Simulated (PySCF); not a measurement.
C6H13PSi.
Geometry (PBE0-D3(BJ)/def2-SVP, Å), atoms numbered from 1 in this order:
```xyz
21
C6H13PSi angstrom
C     -3.111    0.429    1.091
C     -1.784   -0.005    0.523
Si    -1.858   -0.848   -1.155
P     -0.402    0.320    1.422
C      1.027   -0.268    0.396
C      2.441    0.027    0.949
C      2.898    0.340   -0.487
C      1.422    0.512   -0.884
H     -3.623    1.134    0.412
H     -3.791   -0.431    1.214
H     -3.003    0.924    2.070
H     -1.800    0.165   -2.257
H     -3.162   -1.574   -1.273
H     -0.749   -1.826   -1.359
H      0.915   -1.342    0.175
H      2.951   -0.781    1.496
H      2.443    0.928    1.585
H      3.573    1.196   -0.636
H      3.345   -0.542   -0.971
H      1.099    1.565   -0.829
H      1.088    0.100   -1.848
```

The closed-shell ground state was solved at several levels (PySCF, density fitting, gas phase, non-relativistic).

```csv
level,basis functions,HOMO (eV),LUMO (eV),gap (eV),dipole (D)
wB97X-D/pcSseg-1,215,-8.75,-0.01,8.74,0.75
PBE0/pcSseg-1,215,-6.98,-1.71,5.27,0.71
```

(1) Estimate the row for CAM-B3LYP/def2-SVPD, a basis of 272 functions; the other rows only guide the guess.

(2) Over all these levels, which gives the widest orbital gap and which the narrowest?

(3) How far do the dipole and the HOMO energy spread over the levels?

Answers

(1) HOMO -8.15 eV, LUMO -0.60 eV, gap 7.55 eV, dipole 0.73 D.

(2) wB97X-D/pcSseg-1 (range-separated hybrid) has the widest, 8.74 eV, and PBE0/pcSseg-1 (global hybrid, 25 % exact exchange) the narrowest, 5.27 eV. The two share the basis. From the narrowest to the widest the HOMO moves by -1.77 eV and the LUMO by +1.70 eV.

(3) The dipole runs from 0.71 to 0.75 D (mean 0.73 D) and the HOMO from -8.75 to -6.98 eV.

One conformer stands for the species.
